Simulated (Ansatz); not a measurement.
Calculation: frozen-core CCSD(T)/cc-pVQZ // B3LYP-D3(BJ)/def2-TZVP (Ansatz, a program for electronic structure).

Ansatz 0.2 input:
```yaml
crystal:
  periodic: [false, false, false]
  atoms:
    - { symbol: B, position_ang: [-1.269378, -0.208061, -0.186828] }
    - { symbol: C, position_ang: [0.041971, 0.617679, -0.065897] }
    - { symbol: B, position_ang: [1.243728, -0.341906, 0.160243] }
    - { symbol: H, position_ang: [-1.643806, -0.865947, 0.734536] }
    - { symbol: H, position_ang: [-1.907561, -0.211634, -1.194333] }
    - { symbol: H, position_ang: [0.190769, 1.34285, -0.863625] }
    - { symbol: H, position_ang: [-0.066757, 1.115293, 0.914096] }
    - { symbol: H, position_ang: [1.284413, -1.021976, 1.138901] }
    - { symbol: H, position_ang: [2.126621, -0.426298, -0.637094] }
basis:
  gaussian: { orbitals: cc-pVQZ }
correlation:
  method: ccsd_t
```

Output:

```
Functional definition: HF
2000 factors; integrals over basis functions are off by at most 9.2e-4 eV
mean field evaluation 1: about -2466.5156 eV, gradient 2.8e1 eV
mean field evaluation 2: about -2466.5154 eV, gradient 2.8e1 eV
mean field evaluation 4: about -2468.8478 eV, gradient 2.9e0 eV
mean field evaluation 8: about -2468.8832 eV, gradient 1.2e-1 eV
mean field evaluation 16: about -2468.8827 eV, gradient 3.8e-1 eV
mean field -2468.88333272 eV, -90.7297890082 hartree, gradient 1.9e-6 eV, S^2 0.000000; 0 other end points of the search recorded, 0 dependent functions left out
3 core orbitals not correlated
reference -2468.88333272 eV, -90.7297890082 hartree; 8, 8 occupied and 334, 334 virtual orbitals, 2000 factors
second order -11.04616007 eV of doubles, -0.00000000 eV of singles
cycle   1  -11.68500058 eV  change   -6.4e-1 eV  update   6.9e-2
cycle   2  -12.01363968 eV  change   -3.3e-1 eV  update   2.1e-2
cycle   3  -12.05354743 eV  change   -4.0e-2 eV  update   9.1e-3
cycle   4  -12.04770748 eV  change    5.8e-3 eV  update   3.0e-3
cycle   5  -12.04722117 eV  change    4.9e-4 eV  update   1.4e-3
cycle   6  -12.04718213 eV  change    3.9e-5 eV  update   4.3e-4
cycle   7  -12.04709303 eV  change    8.9e-5 eV  update   1.1e-4
cycle   8  -12.04711198 eV  change   -1.9e-5 eV  update   3.6e-5
cycle   9  -12.04712565 eV  change   -1.4e-5 eV  update   9.6e-6
perturbative correction -0.43337855 eV, -0.0159263678 hartree
Total energy: -2481.36383692 eV, -91.1884390778 hartree
```

Cost: about 60 core-minutes (a rough figure).
